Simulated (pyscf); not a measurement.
PySCF, gas phase, ωB97X-D3(BJ)/def2-SVP geometries. Correlated levels are frozen-core, on RHF or UHF. ΔMP2 is the change of the MP2 total energy from the triple- to the quadruple-zeta basis. Singlets are restricted, triplets unrestricted.

Singlet (Å):
```xyz
5

P     -0.1636     1.0161    -0.0032
Ge     1.6194     0.1461    -1.1653
H      0.3082     0.9409     1.3330
H     -1.0797    -0.0664     0.0336
H      0.6301    -0.4475    -2.2572
```

Triplet (Å):
```xyz
5

P     -1.6455    -1.0527    -0.4204
Ge    -0.5245     0.2668     1.0866
H     -0.5844    -1.3037    -1.3343
H     -2.2441    -0.0331    -1.2117
H     -0.7172    -0.1335     2.5731
```

Q: For these two minima of `[PH2][GeH]`, which spin state lies lower at CCSD(T)/def2-TZVPP + ΔMP2(QZVPP), and by how much (electronic energies)?

A: The singlet, by 111.3 kJ/mol. Zero-point energy shifts E(triplet) − E(singlet) by +0.3 kJ/mol. Other isomers of H₂P–GeH: [singlet] were not searched in full and may lie lower. 

E(triplet) − E(singlet) by level (kJ/mol):

| level | gap |
|---|---|
| ωB97X-D3(BJ)/def2-TZVP | +115.9 |
| PBE/def2-TZVP | +103.4 |
| r²SCAN/def2-TZVP | +86.0 |
| B3LYP-D3(BJ)/def2-TZVP | +111.8 |
| PBE0-D3(BJ)/def2-TZVP | +95.9 |
| M06-2X/def2-TZVP | +88.4 |
| ωB97M-D3(BJ)/def2-TZVP | +113.4 |
| HF/def2-TZVP | +45.8 |
| MP2/def2-QZVPP | +106.1 |
| CCSD/def2-TZVPP | +98.8 |
| CCSD(T)/def2-TZVPP | +102.3 |
| CCSD(T)/def2-TZVPP + ΔMP2(QZVPP) | +111.3 |

The triplet is the lowest one reached from the SCF start used. The CCSD(T) − MP2 part came from Ansatz, without density fitting, on the same reference. The frozen core leaves the outer d or s,p core shells of the metals and heavy elements correlated in the MP2 and CC values, and def2-TZVPP describes them poorly, which can shift differences by a few kcal/mol. Elements up to Kr have no core potential and no relativistic terms here.
